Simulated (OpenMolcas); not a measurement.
Al2+: input and output

Input:

```
&GATEWAY
Coord
1

Al 0.0 0.0 0.0
Basis=ANO-R3
Group=XYZ
NoMove
AngMom=0.0 0.0 0.0
AMFI
&SEWARD
* reference wave functions (RASSCF and RASSI steps not shown): 1 electron in 4 orbitals (3s 3p)
>>> COPY JOB001 $Project.JobIph
&CASPT2
Multistate=1 1
Frozen=1 0
IPEA=0.25
Imaginary=0.1
MaxIter=60
WThr=0.0 0.3 0.05
PrWF=0.5
NoMix
>>> COPY JOB002 $Project.JobIph
&CASPT2
Multistate=3 1 2 3
Frozen=1 0
IPEA=0.25
Imaginary=0.1
MaxIter=60
WThr=0.0 0.3 0.05
PrWF=0.5
NoMix
```

Output, cut to the results:

```
--- CASPT2 ---
Orbital specifications:
      -----------------------

      Symmetry species                           1   2
                                                ag  au
      Frozen orbitals                            1   0
      Inactive orbitals                          1   3
      Active orbitals                            1   3
      Secondary orbitals                        32  23
      Deleted orbitals                           0   0
      Number of basis functions                 35  29
Type of calculation                        SS-CASPT2
      Fock operator                              state-specific
      IPEA shift                                 0.25
      Real shift                                 0.00
      Imaginary shift                            0.10
      The input orbitals will be transformed to quasi-canonical
Reference energy:        -241.4656000459
      E2 (Non-variational):      -0.2643972453
      Shift correction:          -0.0000112742
      E2 (Variational):          -0.2644085195
      Total energy:            -241.7300085654
      Residual norm:              0.0000001481
      Reference weight:           0.98505
      Contributions to the CASPT2 correlation energy
      Active & Virtual Only:         -0.0000000000
      One Inactive Excited:          -0.0135454891
      Two Inactive Excited:          -0.2508517563
::    CASPT2 Root  1     Total energy:   -241.73000857
--- CASPT2 ---
Orbital specifications:
      -----------------------

      Symmetry species                           1   2
                                                ag  au
      Frozen orbitals                            1   0
      Inactive orbitals                          1   3
      Active orbitals                            1   3
      Secondary orbitals                        32  23
      Deleted orbitals                           0   0
      Number of basis functions                 35  29
Type of calculation                        MS-CASPT2
      Fock operator                              state-specific
      IPEA shift                                 0.25
      Real shift                                 0.00
      Imaginary shift                            0.10
      The input orbitals will be transformed to quasi-canonical
Reference energy:        -241.2240713288
      E2 (Non-variational):      -0.2605256858
      Shift correction:          -0.0000105165
      E2 (Variational):          -0.2605362022
      Total energy:            -241.4846075311
      Residual norm:              0.0000002965
      Reference weight:           0.98563
      Contributions to the CASPT2 correlation energy
      Active & Virtual Only:          0.0000000000
      One Inactive Excited:          -0.0100250410
      Two Inactive Excited:          -0.2505006448
Reference energy:        -241.2240713288
      E2 (Non-variational):      -0.2605256858
      Shift correction:          -0.0000105165
      E2 (Variational):          -0.2605362022
      Total energy:            -241.4846075311
      Residual norm:              0.0000002965
      Reference weight:           0.98563
      Contributions to the CASPT2 correlation energy
      Active & Virtual Only:          0.0000000000
      One Inactive Excited:          -0.0100250410
      Two Inactive Excited:          -0.2505006448
::    CASPT2 Root  1     Total energy:   -241.48460753
::    CASPT2 Root  2     Total energy:   -241.48460753
::    CASPT2 Root  3     Total energy:   -241.48460753
::    MS-CASPT2 Root  1     Total energy:   -241.48460753
::    MS-CASPT2 Root  2     Total energy:   -241.48460753
::    MS-CASPT2 Root  3     Total energy:   -241.48460753
```

Levels above the lowest, from the spin-orbit matrix with the single-state CASPT2 energies, averaged by term, on its diagonal:

```json
{"Configuration": "3s", "Term": "²S", "J": "1/2", "E (cm⁻¹)": "0.0", "Measured (cm⁻¹)": "0.0", "g": "2.002", "Term weight %": "100"}
{"Configuration": "3p", "Term": "²P°", "J": "1/2", "E (cm⁻¹)": "53731", "Measured (cm⁻¹)": "53683", "g": "0.666", "Term weight %": "100"}
{"Configuration": "3p", "Term": "²P°", "J": "3/2", "E (cm⁻¹)": "53924", "Measured (cm⁻¹)": "53917", "g": "1.334", "Term weight %": "100"}
```

Against the 2 measured excited levels shown (NIST levels in Kelleher and Podobedova, J. Phys. Chem. Ref. Data 37, 709 (2008)) the mean absolute deviation is 27 cm-1; the largest miss in energy is 3p ²P°_1/2: computed 53731, measured 53683 cm⁻¹ (+0.1 %).

With one active electron, CASPT2 adds the correlation within the correlated inactive shells and between them and that electron, and leaves the splitting within a term as the reference gives it. Computed and measured levels are paired by configuration, term and J; levels that our copy of the source lacks, or whose pairing is in doubt (as where it misses far off the trend of its configuration), stay unpaired and out of the deviations. Levels of configurations outside the active space are missing.

The term weight is that of the spin-free term in the level, not the purity of its configuration. ° marks odd parity.
